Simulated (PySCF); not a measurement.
Radial density of La⁵⁰⁺ (lanthanum, charge +50)

TPSSh, [He] 2s2 2p3, high-spin 4S determinant. Computed with PySCF 2.14 in an even-tempered Gaussian basis (19 s from 27 bohr⁻², ratio 2.2; 12 p from 34 bohr⁻², ratio 2.2; 5 d from 130 bohr⁻², ratio 2.4; 5 f from 200 bohr⁻², ratio 2.4; 4 g from 290 bohr⁻², ratio 2.4), with the spin-free X2C one-electron Hamiltonian (Gaussian nucleus).

```csv
r (bohr),4πr²ρ (e/bohr),4πr²(ρα − ρβ)
0.0220,64.98,5.4761
0.0370,43.67,17.0870
0.0623,49.02,31.2077
0.105,42.57,22.9035
0.176,7.496,3.6355
0.296,0.09069,0.0441
0.499,1.198e-05,0.0000
```

Densities and radii are taken from the X2C orbitals without a picture-change correction, which distorts them close to the nucleus.

Spin-orbit coupling, which splits the p, d and f shells strongly at this Z, is absent. Spin-orbit coupling is strong in this species (close to jj coupling), so the high-spin LS determinant is a model state, not a physical level.
